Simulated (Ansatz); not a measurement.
The first iterations of a band of C$_{3}$H$_{11}$NOSi (17 atoms, charge 0, multiplicity 1).

These are results of RKS LDA/STO-3G in Ansatz 0.2.0, not measurements.

```yaml
movable_images: 6
climbing_image: no
spring: 5.0 eV/Å²
optimiser: quadratic models (default)
start_path: through a guess of the saddle point
force_threshold: 0.03 eV/Å
iteration_limit: 60
end_points: relaxed
```

Initial state:

```xyz
17
Properties=species:S:1:pos:R:3
C -0.114 -1.898 -0.885
O 0.763 -0.948 -1.585
Si 1.476 0.030 -0.373
C 0.114 0.879 0.642
C -0.875 1.599 -0.294
N -0.649 -0.206 1.376
H -0.894 -2.224 -1.602
H -0.597 -1.428 0.030
H 0.447 -2.809 -0.568
H 2.288 1.017 -1.060
H 2.301 -0.729 0.565
H 0.553 1.628 1.340
H -1.266 0.894 -1.046
H -1.727 2.011 0.273
H -0.377 2.429 -0.821
H -1.447 0.282 1.882
H -0.017 -0.529 2.165
```

Final state:

```xyz
17
Properties=species:S:1:pos:R:3
C -0.044 -1.922 -0.831
O 0.844 -0.976 -1.523
Si 1.491 0.048 -0.311
C 0.072 0.901 0.619
C -0.893 1.568 -0.380
N -0.698 -0.176 1.357
H -0.572 -1.436 0.050
H 0.518 -2.814 -0.466
H -0.789 -2.282 -1.570
H 2.312 1.030 -0.994
H 2.289 -0.668 0.681
H 0.465 1.682 1.309
H -1.231 0.832 -1.128
H -1.780 1.971 0.137
H -0.393 2.396 -0.907
H -1.522 0.311 1.820
H -0.089 -0.465 2.177
```

| iteration | highest image above the first end (eV) | largest band force component (eV/Å) |
| --- | --- | --- |
| 1 | 50.969 | 141.769 |
| 2 | 21.902 | 68.026 |
| 3 | 8.908 | 25.567 |

Question: Does the band converge within its limit, and where does its top end?

Answer: It converged. It ended after 11 iterations with the highest image 0.225 eV above the first end. The profile has 2 maxima (images 2, 5) with wells between them (image 3): this band takes more than one step, which may be the mechanism or a detour left from its start path. No image climbed, so the highest image needn't sit at the top of the path. Limits of this set-up: minimal basis.

Time of the run: 5.7 min on 1 thread of Arm Neoverse N1, with other jobs on the host, peak memory 0.22 GiB.
